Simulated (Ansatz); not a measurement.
The cluster Al₄As₄: single points at one geometry.

```yaml
crystal:
  periodic: [false, false, false]
  atoms:
    - {symbol: Al, position_ang: [-0.941946, -0.989218, -1.528020]}
    - {symbol: Al, position_ang: [-0.750040, -1.356512, 1.340562]}
    - {symbol: Al, position_ang: [0.750061, 1.356493, -1.340552]}
    - {symbol: Al, position_ang: [0.941953, 0.989201, 1.528007]}
    - {symbol: As, position_ang: [-1.036461, 0.966223, -2.737836]}
    - {symbol: As, position_ang: [2.537913, 1.749230, 0.054351]}
    - {symbol: As, position_ang: [-0.848952, -2.946222, -0.320596]}
    - {symbol: As, position_ang: [-0.652529, 0.230795, 3.004085]}
basis:
  gaussian: {orbitals: def2-TZVPD, initial_orbitals: start.molden}
hamiltonian: {xc: pbe0, dispersion: d4}
scf: {omitted_lower_state_checks: [starts]}
output: {orbitals: {seedname: orbitals}}
```

The file start.molden holds the orbitals of an earlier run on this structure, at another level or in another basis.

```sh
$ ansatz run in.yaml --threads 4 --pin off --events-out ev --progress --plain --max-ram 4787MiB
```

Shortened log:

```
Functional definition: PBE0
2924 factors; their error is unknown
the host lacks memory for fits, so the integrals are decomposed
2460 factors; integrals over basis functions are off by at most 9.6e-4 eV
mean field evaluation 1: about -269717.2042 eV, gradient 1.3e1 eV
mean field evaluation 2: about -269717.2603 eV, gradient 1.4e-1 eV
mean field evaluation 4: about -269717.4404 eV, gradient 1.5e-3 eV
mean field -269717.44038129 eV, -9911.9331129649 hartree, gradient 3.2e-5 eV, S^2 0.000000; 0 other end points of the search recorded, 0 dependent functions left out
reference -269717.44042690 eV, -9911.9331146410 hartree; 92, 92 occupied and 296, 296 virtual orbitals, 2460 factors
Total energy: -269717.95242474 eV, -9911.9519302146 hartree
Checks for a lower state left out: starts
```

Hardware: 4 threads of Arm Neoverse V2 on a shared host. Wall time 29 s, peak host memory 2.3 GiB.

The first input with `gaussian: {orbitals: def2-SVP, initial_orbitals: start.molden}`, `hamiltonian: {xc: pbe, dispersion: d4}` (abridged; 4 s):

```
Functional definition: PBE
mean field -269668.94997481 eV, -9910.1511233948 hartree, gradient 1.2e-5 eV, S^2 0.000000
Total energy: -269669.51887977 eV, -9910.1720302666 hartree
Checks for a lower state left out: starts
```

As the first input, with `gaussian: {orbitals: def2-SVP, initial_orbitals: start.molden}` (abridged; 8.5 s):

```
Functional definition: PBE0
mean field -269678.08220207 eV, -9910.4867265566 hartree, gradient 1.9e-5 eV, S^2 0.000000
Total energy: -269678.59422906 eV, -9910.5055432015 hartree
Checks for a lower state left out: starts
```

As the first input, with `gaussian: {orbitals: def2-TZVP, initial_orbitals: start.molden}`, `hamiltonian: {xc: r2scan, dispersion: d4}` (abridged; 19 s):

```
Functional definition: r2SCAN
mean field -269755.56813619 eV, -9913.3342821138 hartree, gradient 1.9e-5 eV, S^2 0.000000
Total energy: -269755.69998313 eV, -9913.3391273994 hartree
Checks for a lower state left out: starts
```

As the first input, with `gaussian: {orbitals: 6-31G}`, `hamiltonian: {xc: hf}` (abridged; 3.5 s):

```
Functional definition: HF
mean field -269476.35971357 eV, -9903.0735618367 hartree, gradient 1.1e-5 eV, S^2 0.000000
Total energy: -269476.35971357 eV, -9903.0735618367 hartree
Checks for a lower state left out: starts
```

Geometry: PBE0-D4/def2-SVP.

The 6-31G sets use Cartesian d functions. The structure comes from a short search, and lower isomers may exist.
